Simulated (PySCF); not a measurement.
The dipole of `COCC1=[O+][BH2-]OC=C1` from its density and from atomic charges.

Coordinates (PBE0-D3(BJ)/def2-SVP, Å) and charges (e) from the PBE0/pcSseg-1 density (PySCF):

| atom | x | y | z | Mulliken | IAO | Hirshfeld | ESP-fitted |
| --- | --- | --- | --- | --- | --- | --- | --- |
| C1 | 3.203 | 0.119 | -0.421 | -0.0305 | -0.1955 | -0.0322 | -0.1980 |
| O2 | 1.884 | -0.109 | -0.021 | -0.5189 | -0.3791 | -0.1240 | -0.2068 |
| C3 | 0.950 | 0.203 | -0.993 | +0.1543 | -0.0670 | +0.0080 | -0.2718 |
| C4 | -0.444 | 0.035 | -0.477 | +0.1718 | +0.3530 | +0.1581 | +0.7778 |
| O5 | -1.360 | 0.144 | -1.356 | -0.4467 | -0.3194 | -0.1119 | -0.4738 |
| B6 | -2.809 | 0.294 | -0.882 | +0.3490 | +0.0451 | +0.0445 | +0.4024 |
| O7 | -2.966 | -0.658 | 0.307 | -0.4149 | -0.3004 | -0.1094 | -0.4058 |
| C8 | -1.997 | -0.755 | 1.120 | +0.3068 | +0.2145 | +0.1252 | +0.4957 |
| C9 | -0.713 | -0.286 | 0.856 | -0.2401 | -0.3406 | -0.1168 | -0.7180 |
| H10 | 3.383 | 1.185 | -0.658 | +0.0988 | +0.1231 | +0.0403 | +0.1094 |
| H11 | 3.858 | -0.172 | 0.410 | +0.1317 | +0.1614 | +0.0554 | +0.1275 |
| H12 | 3.472 | -0.481 | -1.311 | +0.0971 | +0.1232 | +0.0404 | +0.1058 |
| H13 | 1.047 | -0.427 | -1.902 | +0.1382 | +0.1474 | +0.0515 | +0.1469 |
| H14 | 1.039 | 1.256 | -1.339 | +0.1380 | +0.1468 | +0.0530 | +0.1444 |
| H15 | -2.947 | 1.435 | -0.461 | -0.0985 | -0.0460 | -0.1098 | -0.1855 |
| H16 | -3.552 | -0.056 | -1.772 | -0.0808 | -0.0136 | -0.0934 | -0.1348 |
| H17 | -2.212 | -1.304 | 2.049 | +0.1266 | +0.1642 | +0.0729 | +0.0755 |
| H18 | 0.102 | -0.399 | 1.567 | +0.1180 | +0.1831 | +0.0480 | +0.2092 |

Question: What dipole does each set of charges give (1 e·Å = 4.803 D), and what does the density give?

Answer: The full density gives (4.94, -0.73, 1.33) D, 5.17 D in size; dipole vectors point from the negative to the positive end.

| scheme | μx | μy | μz | size (D) | share of the full size (%) | angle to the full dipole (°) |
| --- | --- | --- | --- | --- | --- | --- |
| Mulliken | 5.71 | 0.24 | 0.69 | 5.75 | 111 | 13 |
| IAO | 5.12 | -0.27 | 1.22 | 5.27 | 102 | 5 |
| Hirshfeld | 4.24 | -0.86 | 1.28 | 4.52 | 87 | 3 |
| ESP-fitted | 4.92 | -0.71 | 1.28 | 5.14 | 99 | 1 |

Question: Which set comes closest?

Answer: Length of the difference vector: ESP-fitted 0.06 D, IAO 0.51 D, Hirshfeld 0.71 D, Mulliken 1.39 D. Closest: ESP-fitted. ESP charges are fitted to the potential around the molecule, whose slowest-falling term is the dipole's. The schemes that divide the density aren't constrained to reproduce the dipole.

Question: What is left for the Hirshfeld atoms' own dipoles?

Answer: The shares of the density sum to the whole, so what Σ q r misses lies in dipoles about the nuclei. The atomic dipoles sum to (4.94, -0.73, 1.33) − (4.24, -0.86, 1.28) = (0.70, 0.13, 0.05) D, 0.71 D in size.

Question: With the origin at the mean of the coordinates, (-0.003, 0.001, -0.294) Å, which are the largest single terms, by size, of the Hirshfeld dipole along the direction of the full one?

Answer: H16 +1.69, H15 +1.61, O7 +1.36, O2 -1.13, H11 +1.04 D; all 18 atoms together +4.51 D. The single terms depend on the origin, their sum doesn't.

Question: Give the size of the full dipole in other units.

Answer: 5.17 D = 2.035 au = 1.077 e·Å = 17.25 × 10⁻³⁰ C·m.

Isolated species at its PBE0-D3(BJ)/def2-SVP geometry (one conformer only).

The values belong to the conformer `[CH3:1][O:2][CH2:3][C:4]1=[O+:5][BH2-:6][O:7][CH:8]=[CH:9]1`: C1–O2–C3–C4 -176°, O2–C3–C4–O5 -172°.
